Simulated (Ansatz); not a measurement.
`[AlH2][InH][Cl]` + `N[SiH2]F` → `F[SiH2][NH][AlH2]` + `[Cl][InH2]` at 600 K and 1 bar (cleavage of the Al–In bond).

Calculated with Ansatz (gas phase, PBE0-D4/def2-TZVP geometries, no zero-point term in ΔE). CCSD(T)/CBS is the MP2 limit (def2-TZVPP, def2-QZVPP) plus CCSD(T) − MP2 in def2-TZVPP, frozen cores. def2 core potentials past Kr. For In outer-core shells are correlated without core-valence functions, which leaves a few kJ/mol of doubt a bond. Each species was taken in one conformer, which may not be the lowest.

```json
{"species": "`[AlH2][InH][Cl]`", "CCSD(T)/CBS energy (Eh)": "-893.43813", "H − E (kJ/mol)": "103.1", "S (J/(mol·K))": "421.8"}
{"species": "`N[SiH2]F`", "CCSD(T)/CBS energy (Eh)": "-446.07709", "H − E (kJ/mol)": "163.0", "S (J/(mol·K))": "343.3"}
{"species": "`F[SiH2][NH][AlH2]`", "CCSD(T)/CBS energy (Eh)": "-688.71689", "H − E (kJ/mol)": "189.9", "S (J/(mol·K))": "420.8"}
{"species": "`[Cl][InH2]`", "CCSD(T)/CBS energy (Eh)": "-650.81839", "H − E (kJ/mol)": "65.0", "S (J/(mol·K))": "319.0"}
```

H − E and S are ideal-gas, rigid-rotor, harmonic terms from PBE0-D4/def2-TZVP, for one conformer and one mirror image of each species. 1 Eh = 2625.50 kJ/mol, R = 8.31446 J/(mol·K).

Problem. By hand: ΔE, ΔH, ΔS and ΔG.

Solution. ΔE = (-688.71689) + (-650.81839) − (-893.43813) − (-446.07709) = -0.02006 Eh = -52.7 kJ/mol. Δ(H − E) = 189.9 + 65.0 − 103.1 − 163.0 = -11.2, so ΔH = -63.9 kJ/mol. ΔS = 420.8 + 319.0 − 421.8 − 343.3 = -25.3 J/(mol·K). ΔG = -63.9 − 600 × (-25.3)/1000 = -48.7 kJ/mol.

Problem. By hand: the equilibrium constant, and the temperature at which ΔG would vanish if ΔH and ΔS stayed fixed.

Solution. log₁₀ K = −ΔG/(RT ln 10) = 4.2. ΔG = 0 at ΔH/ΔS = 2526 K, far beyond where these terms or the molecules hold.

ΔH outweighs TΔS. A doubt of 5 kJ/mol in ΔE shifts log₁₀ K by 0.4 here. Other conformers and mirror images would add mixing entropy, several J/(mol·K) or more a flexible species. Modes under 60 cm⁻¹, often nearly free rotors, make the harmonic entropy too high. These are equilibria of isolated gas molecules and say nothing of rates. Largest T1 diagnostic: 0.014 (customary marks: 0.02 for closed shells, 0.045 for open ones).
